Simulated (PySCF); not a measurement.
Parent: `[O:1]=[CH:2][C:3]1=[CH:4][CH:5]=[CH:6][SiH2:7]1` with O1–C2–C3–C4 180°, C5H6OSi.

The calculation used PySCF, PBE0-D3(BJ)/def2-SVP geometry optimisation, gas phase. The geometries of the anions come from a basis without diffuse functions. One conformer each, not checked by frequencies here.

```json
{"coordinate of the parent": "O1=C2", "value": "1.209 Å"}
{"coordinate of the parent": "C2–C3", "value": "1.459 Å"}
{"coordinate of the parent": "C3=C4", "value": "1.358 Å"}
{"coordinate of the parent": "C4–C5", "value": "1.471 Å"}
{"coordinate of the parent": "C5=C6", "value": "1.353 Å"}
{"coordinate of the parent": "C6–Si7", "value": "1.883 Å"}
{"coordinate of the parent": "C3–Si7", "value": "1.880 Å"}
{"coordinate of the parent": "O1–C2–C3", "value": "124.2°"}
{"coordinate of the parent": "C2–C3–C4", "value": "123.7°"}
{"coordinate of the parent": "C2–C3–Si7", "value": "128.9°"}
{"coordinate of the parent": "C4–C3–Si7", "value": "107.4°"}
{"coordinate of the parent": "C3–C4–C5", "value": "117.0°"}
{"coordinate of the parent": "C4–C5–C6", "value": "116.5°"}
{"coordinate of the parent": "C5–C6–Si7", "value": "107.8°"}
{"coordinate of the parent": "C3–Si7–C6", "value": "91.3°"}
```

Problem. How does the shared frame change in `[O:1]=[CH:2][C:3]1=[CH:4][CH:5]=[C:6]([O-:7])[SiH2:8]1` (charge -1) with O1–C2–C3–C4 180°, [C5H5O2Si]-? Atoms pair as O1 = O1, C2 = C2, C3 = C3, C4 = C4, C5 = C5, C6 = C6, Si7 = Si8 (parent first).

Solution. 
```
   parent   relative  value in the relative  change
    O1=C2      O1=C2                1.229 Å  +0.020
    C2–C3      C2–C3                1.419 Å  -0.040
    C3=C4      C3=C4                1.410 Å  +0.052
    C4–C5      C4–C5                1.396 Å  -0.075
    C5=C6      C5=C6                1.442 Å  +0.089
   C6–Si7     C6–Si8                1.968 Å  +0.085
   C3–Si7     C3–Si8                1.850 Å  -0.030
 O1–C2–C3   O1–C2–C3                 128.6°    +4.4
 C2–C3–C4   C2–C3–C4                 122.7°    -1.0
C2–C3–Si7  C2–C3–Si8                 131.8°    +2.9
C4–C3–Si7  C4–C3–Si8                 105.4°    -2.0
 C3–C4–C5   C3–C4–C5                 121.8°    +4.8
 C4–C5–C6   C4–C5–C6                 115.8°    -0.7
C5–C6–Si7  C5–C6–Si8                 103.9°    -3.9
C3–Si7–C6  C3–Si8–C6                  93.0°    +1.7
```

Of the parent's bonds, C5–C6 changes most (+0.089 Å). Bonds of the relative outside the shared frame: C6–O7 1.231 Å. Point group Cs → Cs.
